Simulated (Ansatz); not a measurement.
```yaml
crystal:
  periodic: [false, false, false]
  atoms:
    - {symbol: C, position_ang: [-1.469350, -2.598211, 1.233361]}
    - {symbol: O, position_ang: [-0.501663, -1.683060, 0.868097]}
    - {symbol: Zr, position_ang: [0.190836, 0.027851, 0.268509]}
    - {symbol: C, position_ang: [-1.319856, 1.440108, -1.154109]}
    - {symbol: C, position_ang: [-0.697596, 2.329001, -0.249761]}
    - {symbol: C, position_ang: [-1.153604, 2.022983, 1.049494]}
    - {symbol: C, position_ang: [-2.061993, 0.947922, 0.946167]}
    - {symbol: C, position_ang: [-2.167895, 0.590423, -0.412154]}
    - {symbol: C, position_ang: [2.101900, 0.915786, -1.161124]}
    - {symbol: C, position_ang: [2.698203, 0.355283, -0.017329]}
    - {symbol: C, position_ang: [2.464171, -1.040926, -0.045183]}
    - {symbol: C, position_ang: [1.727868, -1.338188, -1.203275]}
    - {symbol: C, position_ang: [1.477463, -0.126785, -1.885844]}
    - {symbol: H, position_ang: [-1.466857, -3.463297, 0.557885]}
    - {symbol: H, position_ang: [-2.476483, -2.157018, 1.213657]}
    - {symbol: H, position_ang: [-1.284490, -2.966708, 2.249280]}
    - {symbol: H, position_ang: [0.886995, 0.666399, 1.851356]}
    - {symbol: H, position_ang: [-1.190263, 1.428566, -2.225889]}
    - {symbol: H, position_ang: [0.003466, 3.108974, -0.505774]}
    - {symbol: H, position_ang: [-0.865951, 2.525967, 1.958375]}
    - {symbol: H, position_ang: [-2.561265, 0.461241, 1.771019]}
    - {symbol: H, position_ang: [-2.774070, -0.208780, -0.814072]}
    - {symbol: H, position_ang: [2.107728, 1.960553, -1.432987]}
    - {symbol: H, position_ang: [3.245287, 0.888981, 0.743396]}
    - {symbol: H, position_ang: [2.767202, -1.747369, 0.713209]}
    - {symbol: H, position_ang: [1.368742, -2.314739, -1.492745]}
    - {symbol: H, position_ang: [0.951496, -0.024938, -2.823595]}
basis:
  gaussian: {orbitals: def2-mTZVPP, fitting: {mean_field: def2-universal-jkfit}}
magnetization: {spin_polarized: true, initial_magnetization: 3}
hamiltonian: {xc: {name: PBE0}, pseudopotentials: {relativity: scalar}}
```

```sh
$ ansatz run in.yaml --threads 11 --pin off --events-out ev --progress --plain --max-ram 166912MiB --backend cuda --devices 0, --max-vram 75GiB
```

Shortened log:

```
Error: a molecule whose nuclei and cores have a total charge of 100 cannot have a net charge of 0 together with 3 unpaired electrons
```

In this input the number of unpaired electrons doesn't fit the electron count. The input was rejected before any iteration.
